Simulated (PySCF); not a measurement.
Species: C₆H₁₀FNSi₂.
SMILES with atom numbers: `[N:1]#[C:2][C@@H:3]1[SiH2:4][CH2:5][CH2:6][SiH2:7]/[C:8]1=[CH:9]/[F:10]`

Definitions: NICS(0) = −σiso at the ring centroid; NICS(1) = −σiso and NICS(1)zz = −σzz at ±1 Å along the ring normal z. Level: GIAO PBE0/pcSseg-1 (PySCF, non-relativistic, gas phase) on the GFN2-xTB geometry, one conformer.

Ring bond lengths (Å), with Mayer bond orders in brackets: C3–Si4 1.933 (0.78), Si4–C5 1.900 (0.92), C5–C6 1.534 (1.03), C6–Si7 1.907 (0.91), Si7–C8 1.888 (0.82), C8–C3 1.501 (0.97).

What do the NICS probes read (ppm)?

| ring | type | NICS(0) | NICS(1), two faces | NICS(1)zz, two faces | rms pucker (Å) | centre to ring atoms, mean (Å) |
| --- | --- | --- | --- | --- | --- | --- |
| C3–Si4–C5–C6–Si7–C8 | 6-membered ring with 2 Si; formal bonds all single | -1.7 | -2.3 / -1.0 | 3.3 / 4.7 | 0.27 | 1.71 |

What can be read from them?

- C3–Si4–C5–C6–Si7–C8: mean NICS(1)zz 4.0 ppm, deshielded. C3, Si4, C5, C6, Si7 have four or more neighbours; no verdict on aromaticity is drawn.
